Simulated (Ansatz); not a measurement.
**Molecular dynamics of H₇C₄N**

Input:

```yaml
crystal:
  lattice:
    - [7.973873, 0.0, 0.0]
    - [0.0, 7.973873, 0.0]
    - [0.0, 0.0, 7.973873]
  atoms:
    - { symbol: C, position: [0.18367599, 0.62848416, 0.79873138] }
    - { symbol: C, position: [0.28284217, 0.7658822, 0.79575848] }
    - { symbol: H, position: [0.07950782, 0.62709322, 0.88748552] }
    - { symbol: H, position: [0.22977601, 0.50751432, 0.74908696] }
    - { symbol: H, position: [0.24933831, 0.88880403, 0.8688679] }
    - { symbol: H, position: [0.394324, 0.76547113, 0.7214235] }
    - { symbol: C, position: [0.85934102, 0.71924847, 0.09119115] }
    - { symbol: C, position: [0.95718017, 0.83789214, 0.15275103] }
    - { symbol: H, position: [0.88136236, 0.58918507, 0.13826814] }
    - { symbol: H, position: [0.77849584, 0.7471436, -0.01130378] }
    - { symbol: H, position: [1.05385767, 0.81552086, 0.2449175] }
    - { symbol: H, position: [0.95994336, 0.96565077, 0.10064762] }
    - { symbol: C, position: [0.58511745, 0.14889535, 1.08363086] }
    - { symbol: C, position: [0.71232667, 0.23955034, 1.01064672] }
    - { symbol: H, position: [0.62453387, 0.03703256, 1.15233274] }
    - { symbol: H, position: [0.45404238, 0.17760647, 1.06290036] }
    - { symbol: H, position: [0.84792867, 0.20743557, 1.03873407] }
    - { symbol: H, position: [0.67276168, 0.34759068, 0.93582576] }
    - { symbol: C, position: [0.31716174, 0.12348326, 0.45359618] }
    - { symbol: C, position: [0.25730417, 0.17807607, 0.62241266] }
    - { symbol: "N", position: [0.21693004, 0.23131112, 0.75020152] }
    - { symbol: H, position: [0.21947234, 0.11677836, 0.36193528] }
    - { symbol: H, position: [0.41291809, 0.20802359, 0.40618633] }
    - { symbol: H, position: [0.37101107, 0.00449632, 0.48131366] }
    - { symbol: C, position: [0.40464767, 0.62222483, 0.21630497] }
    - { symbol: C, position: [0.24810249, 0.53392964, 0.2190343] }
    - { symbol: "N", position: [0.12526817, 0.45712182, 0.2117605] }
    - { symbol: H, position: [0.5129347, 0.53882499, 0.2382675] }
    - { symbol: H, position: [0.43276272, 0.66327912, 0.09207662] }
    - { symbol: H, position: [0.41786734, 0.72412675, 0.3051224] }
    - { symbol: C, position: [0.90152831, 0.96342618, 0.66506376] }
    - { symbol: C, position: [0.749554, 0.9139144, 0.57931649] }
    - { symbol: "N", position: [0.62934353, 0.8661324, 0.50917824] }
    - { symbol: H, position: [0.99142266, 0.8683983, 0.63694204] }
    - { symbol: H, position: [0.94514333, 1.08058378, 0.61653245] }
    - { symbol: H, position: [0.8831109, 0.97974826, 0.79150928] }
basis:
  ecutwfc: 420.0
kpoints:
  mp_grid: { grid: [1, 1, 1] }
hamiltonian:
  xc: pbe
  dispersion: d3bj
scf:
  occupations: { method: fermi_dirac, width: 0.05 }
  lower_state_search: "off"
md:
  timestep: 0.5
  n_steps: 400
  ensemble: nvt_langevin
  temperature: 300.0
  initial_velocities: maxwell_boltzmann
  seed: 504779
  friction: 0.05
```

Launched with:

```bash
$ ansatz run input.yaml --threads 1 --pin off --max-ram 3072MiB --backend cpu --events-out ev --progress --plain --runs-dir out
```

It goes on from the last frame of an earlier run, with new velocities.

Output, in part (step lines):

```
md step     0: t =     0.00 fs  T =   291.7 K  F+E_penalty+E_count = -4496.92474566 eV  E_kin = 1.357230 eV  (11 SCF iters)
md step     1: t =     0.50 fs  T =   298.2 K  F+E_penalty+E_count = -4496.86292870 eV  E_kin = 1.387508 eV  (9 SCF iters)
md step     2: t =     1.00 fs  T =   279.6 K  F+E_penalty+E_count = -4496.81022712 eV  E_kin = 1.300923 eV  (9 SCF iters)
md step     3: t =     1.50 fs  T =   272.4 K  F+E_penalty+E_count = -4496.77645771 eV  E_kin = 1.267738 eV  (9 SCF iters)
md step     4: t =     2.00 fs  T =   256.4 K  F+E_penalty+E_count = -4496.76901240 eV  E_kin = 1.193002 eV  (9 SCF iters)
md step     5: t =     2.50 fs  T =   266.7 K  F+E_penalty+E_count = -4496.77846246 eV  E_kin = 1.241050 eV  (6 SCF iters)
md step     6: t =     3.00 fs  T =   278.4 K  F+E_penalty+E_count = -4496.79913745 eV  E_kin = 1.295664 eV  (6 SCF iters)
md step     7: t =     3.50 fs  T =   295.8 K  F+E_penalty+E_count = -4496.82949839 eV  E_kin = 1.376614 eV  (7 SCF iters)
[... lines left out ...]
```

The steps, from the saved trajectory:

```json
{"time (fs)": "0.0", "T (K)": "292", "potential energy less start (eV)": "0.000"}
{"time (fs)": "6.5", "T (K)": "310", "potential energy less start (eV)": "0.091"}
{"time (fs)": "13.0", "T (K)": "279", "potential energy less start (eV)": "0.188"}
{"time (fs)": "19.5", "T (K)": "350", "potential energy less start (eV)": "-0.004"}
{"time (fs)": "26.0", "T (K)": "433", "potential energy less start (eV)": "0.085"}
{"time (fs)": "32.5", "T (K)": "414", "potential energy less start (eV)": "0.094"}
{"time (fs)": "39.0", "T (K)": "313", "potential energy less start (eV)": "0.323"}
{"time (fs)": "45.5", "T (K)": "286", "potential energy less start (eV)": "0.309"}
{"time (fs)": "52.0", "T (K)": "331", "potential energy less start (eV)": "0.117"}
{"time (fs)": "58.5", "T (K)": "366", "potential energy less start (eV)": "0.090"}
{"time (fs)": "65.0", "T (K)": "365", "potential energy less start (eV)": "0.106"}
{"time (fs)": "71.5", "T (K)": "304", "potential energy less start (eV)": "0.200"}
{"time (fs)": "78.0", "T (K)": "284", "potential energy less start (eV)": "0.209"}
{"time (fs)": "84.5", "T (K)": "261", "potential energy less start (eV)": "0.176"}
{"time (fs)": "91.0", "T (K)": "276", "potential energy less start (eV)": "0.548"}
{"time (fs)": "97.5", "T (K)": "346", "potential energy less start (eV)": "0.362"}
{"time (fs)": "104.0", "T (K)": "300", "potential energy less start (eV)": "0.452"}
{"time (fs)": "110.5", "T (K)": "315", "potential energy less start (eV)": "0.179"}
{"time (fs)": "117.0", "T (K)": "272", "potential energy less start (eV)": "0.336"}
{"time (fs)": "123.5", "T (K)": "283", "potential energy less start (eV)": "0.264"}
{"time (fs)": "130.0", "T (K)": "245", "potential energy less start (eV)": "0.181"}
{"time (fs)": "136.5", "T (K)": "289", "potential energy less start (eV)": "0.081"}
{"time (fs)": "143.0", "T (K)": "221", "potential energy less start (eV)": "0.252"}
{"time (fs)": "149.5", "T (K)": "222", "potential energy less start (eV)": "0.258"}
{"time (fs)": "156.0", "T (K)": "254", "potential energy less start (eV)": "0.022"}
{"time (fs)": "162.5", "T (K)": "277", "potential energy less start (eV)": "0.180"}
{"time (fs)": "169.0", "T (K)": "295", "potential energy less start (eV)": "0.139"}
{"time (fs)": "175.5", "T (K)": "332", "potential energy less start (eV)": "-0.011"}
{"time (fs)": "182.0", "T (K)": "317", "potential energy less start (eV)": "0.365"}
{"time (fs)": "188.5", "T (K)": "288", "potential energy less start (eV)": "0.306"}
{"time (fs)": "195.0", "T (K)": "255", "potential energy less start (eV)": "0.363"}
```

The run went to its last step. A run of 0.2 ps of so small a system gives no equilibrium averages. Limits of this set-up: coarse k mesh.

Mean squared displacements from the first frame to the last, about the centre of mass: C 0.22 Å², H 0.52 Å², N 0.31 Å².

Last frame:

```xyz
36
Lattice="7.9739 0.0000 0.0000 0.0000 7.9739 0.0000 0.0000 0.0000 7.9739" Properties=species:S:1:pos:R:3
C 1.671 5.096 6.589
C 2.006 6.318 6.242
H 1.136 4.899 7.508
H 1.964 4.236 5.996
H 1.797 7.189 6.857
H 2.546 6.495 5.293
C 6.483 5.755 0.158
C 7.082 6.585 1.048
H 6.977 4.849 -0.092
H 5.568 6.004 -0.338
H 8.049 6.326 1.385
H 6.487 7.508 1.251
C 4.953 1.544 8.995
C 5.913 2.084 8.262
H 5.215 1.115 10.016
H 3.919 1.360 8.701
H 6.950 2.143 8.608
H 5.749 2.450 7.270
C 2.824 1.150 3.548
C 2.120 1.638 4.706
N 1.610 1.780 5.734
H 2.238 1.369 2.708
H 3.800 1.623 3.378
H 2.908 0.043 3.582
C 3.765 5.113 1.988
C 2.634 4.270 2.055
N 1.710 3.589 1.835
H 4.563 4.384 1.959
H 3.799 5.673 1.016
H 4.020 5.869 2.887
C 7.128 7.870 4.855
C 5.835 7.297 4.662
N 4.734 6.941 4.550
H 7.977 7.106 4.732
H 7.297 8.589 4.016
H 7.268 8.411 5.764
```

Time of the run: 19 min on 1 thread of Arm Neoverse V1 (shared host), peak memory 0.53 GiB.
